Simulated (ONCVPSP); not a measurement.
## Pseudopotential generation for As: ONCV, revPBE, scalar-relativistic.

```
Element                 : arsenic
Generator               : ONCVPSP 4.0.1
Type                    : optimised norm-conserving Vanderbilt (ONCV)
Functional              : revPBE
Relativity              : scalar-relativistic
Frozen core             : [Ar] 3d10
Valence charge          : 5
Reference configuration : 4s2 4p2.5 (charge +0.5)
Partial waves           : 4s: rc 1.40 bohr, ncon 4, nbas 7, qcut 3.7 1/bohr, 2 projectors, debl 3.3 Ha; 4p: rc 1.85 bohr, ncon 4, nbas 7, qcut 4.7 1/bohr, 2 projectors, debl 0.8 Ha; d scattering state at 0.02 Ha: rc 1.40 bohr, ncon 3, nbas 6, qcut 5.9 1/bohr, 2 projectors, debl 3.1 Ha
Local potential         : polynomial inside 0.95 bohr (lpopt 5, dvloc0 3 Ha)
Core correction         : Teter function, parameters optimised by the program
```

All-electron outer shells of the reference configuration (revPBE, scalar-relativistic, ld1.x):

```csv
shell,level (eV),outermost node (bohr),outermost maximum (bohr)
3p,-138.30,0.22,0.52
3d,-45.21,–,0.48
4s,-18.68,0.73,1.61
4p,-9.05,0.78,1.95
```

Results:

```
Cutoffs needed             : 17 Ha and 38 Ha (the cutoffs (Ha) at which the residual kinetic energy of the hardest occupied pseudo-wave falls to 1 and 0.1 mHa per electron)
Ghost test                 : ghosts flagged at negative energy: d at -20.0 eV; GHOST(+) flagged for s at 56.5 eV; a true bound ghost makes a file unfit for plane-wave use
Largest excitation error   : -251 meV (all-electron minus pseudo) for 4s1 4p0, out of 4 test configurations
rms error of d²Exc/dni dnj : 3.85 mHa without and 0.02 mHa with the model core
```

Generation and tests took about 8.4 s on one core of a shared server CPU.
